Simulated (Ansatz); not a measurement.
A structure relaxed at r2SCAN-D4/def2-SVP in Ansatz, charge 0, singlet:

```xyz
72

C   -11.906    3.455    5.212
O   -10.832    4.179    4.653
C    -9.755    3.488    4.212
C    -9.624    2.091    4.270
C    -8.466    1.481    3.786
C    -7.415    2.237    3.235
C    -6.215    1.600    2.733
C    -5.052    2.074    2.153
C    -4.237    0.946    1.873
C    -4.951   -0.158    2.298
C    -4.680   -1.558    2.294
C    -5.400   -2.659    2.724
C    -4.595   -3.792    2.450
C    -3.430   -3.316    1.871
C    -2.257   -3.972    1.388
C    -1.886   -5.308    1.341
C    -0.602   -5.346    0.750
C    -0.259   -4.032    0.469
C     0.900   -3.445   -0.121
C     2.080   -3.987   -0.607
C     2.861   -2.901   -1.072
C     2.112   -1.759   -0.845
C     2.346   -0.376   -1.091
C     1.592    0.763   -0.867
C     2.372    1.852   -1.329
C     3.556    1.314   -1.807
C     4.721    1.903   -2.389
C     5.067    3.214   -2.673
C     6.360    3.166   -3.247
C     6.736    1.834   -3.288
C     7.916    1.141   -3.751
C     9.005    1.849   -4.301
C    10.138    1.183   -4.747
C    10.234   -0.224   -4.663
C    11.450   -0.859   -5.149
F    12.396   -0.028   -5.633
C    11.774   -2.167   -5.191
F    12.916   -2.615   -5.660
F    10.997   -3.145   -4.773
C     9.145   -0.934   -4.112
C     8.013   -0.265   -3.667
O     5.730    1.072   -2.762
O     3.538   -0.042   -1.661
O     0.922   -2.090   -0.267
O    -1.267   -3.202    0.858
O    -3.485   -1.957    1.777
O    -6.147    0.237    2.819
C    -7.565    3.641    3.184
C    -8.711    4.256    3.663
H   -11.594    2.890    6.109
H   -12.347    2.752    4.482
H   -12.663    4.196    5.500
H   -10.416    1.469    4.690
H    -8.372    0.394    3.834
H    -4.814    3.116    1.952
H    -3.249    0.926    1.418
H    -6.388   -2.635    3.179
H    -4.831   -4.835    2.651
H    -2.477   -6.151    1.693
H     0.007   -6.226    0.549
H     2.343   -5.043   -0.621
H     3.851   -2.931   -1.522
H     0.599    0.789   -0.423
H     2.107    2.907   -1.317
H     4.458    4.096   -2.486
H     6.951    4.012   -3.594
H     8.963    2.938   -4.379
H    10.970    1.750   -5.168
H     9.181   -2.021   -4.029
H     7.180   -0.830   -3.244
H    -6.766    4.258    2.762
H    -8.831    5.342    3.627
```

(1) Give its formula, name or SMILES.

(2) Summarise the bond lengths by kind (pairs closer than 1.2 times the sum of covalent radii, bridged metal pairs left out).

## Answers

(1) `COc1ccc(-c2ccc(-c3ccc(-c4ccc(-c5ccc(-c6ccc(-c7ccc(-c8ccc(C(F)=C(F)F)cc8)o7)o6)o5)o4)o3)o2)cc1`.

(2) 39 × C–C 1.35 to 1.46 Å; 14 × C–O 1.35 to 1.41 Å; 3 × C–F 1.31 to 1.35 Å; 23 × C–H 1.09 to 1.10 Å.

Single mean-field runs in def2-SVP are fitted with def2-universal-jkfit.
